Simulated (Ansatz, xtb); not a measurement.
**Relative energy of two isomers of C5H2ClNSe**

Structure I is `N#Cc1c[se]cc1Cl`, a singlet and structure II is `N#Cc1cc(Cl)c[se]1`, a singlet. Both are isolated molecules in the gas phase, relaxed with PBE-D3(BJ)/def2-SVP.

Quicker runs give these differences E(II) − E(I): GFN2-xTB −2.10 kJ/mol; HF/STO-3G −2.22 kJ/mol (at GFN2-xTB geometries); r2SCAN-D4/def2-SVP −5.04 kJ/mol (at GFN2-xTB geometries).

Q: Estimate E(II) − E(I) at the level CCSD(T)/def2-SVP + ΔMP2/def2-TZVPP.

A: CCSD(T)/def2-SVP + ΔMP2/def2-TZVPP gives E(II) − E(I) = −0.61 kJ/mol, slightly favouring structure II, which is too small a margin to settle the true order.

How the difference moves with the method:

| level | geometry | E(II) − E(I) (kJ/mol) | departure from the last row (kJ/mol) | job, with rough time for the two |
| --- | --- | --- | --- | --- |
| GFN2-xTB | GFN2-xTB | −2.10 | −1.50 | optimisation, 0.18 s |
| HF/STO-3G | GFN2-xTB | −2.22 | −1.61 | single point, 0.8 s |
| r2SCAN-D4/def2-SVP | GFN2-xTB | −5.04 | −4.44 | single point, 7.2 s |
| PBE-D3(BJ)/def2-SVP | PBE-D3(BJ)/def2-SVP | −5.45 | −4.84 | optimisation, 32 s |
| HF/def2-SVP | PBE-D3(BJ)/def2-SVP | +0.20 | +0.81 | part of the CCSD(T) run |
| MP2/def2-SVP | PBE-D3(BJ)/def2-SVP | −0.64 | −0.03 | part of the CCSD(T) run |
| CCSD(T)/def2-SVP | PBE-D3(BJ)/def2-SVP | +0.03 | +0.64 | single point |
| CCSD(T)/def2-SVP + ΔMP2/def2-TZVPP | PBE-D3(BJ)/def2-SVP | −0.61 |  | single point, 2.4 min |

As drawn, both hold the same kinds of bond in the same numbers.

The largest departure from CCSD(T)/def2-SVP + ΔMP2/def2-TZVPP is that of PBE-D3(BJ)/def2-SVP, 4.84 kJ/mol. The last row adds to CCSD(T) the change of the MP2 difference between the two basis sets, here −0.64 kJ/mol.

With thermal terms from frequencies at re-optimised GFN2-xTB minima (ideal gas, soft modes damped towards free rotors, one conformer each, 298.15 K, 1 atm): the zero-point term adds +0.24 kJ/mol; ΔH is −0.27 and ΔG −0.52 kJ/mol.

The correlated steps freeze 20 core orbitals; the filled d shell of Se is correlated, in a basis made for valence electrons. Codes used: Ansatz 0.2.0, xtb 6.7.1; the last row on 2 threads of Arm Neoverse V2 on a shared host.
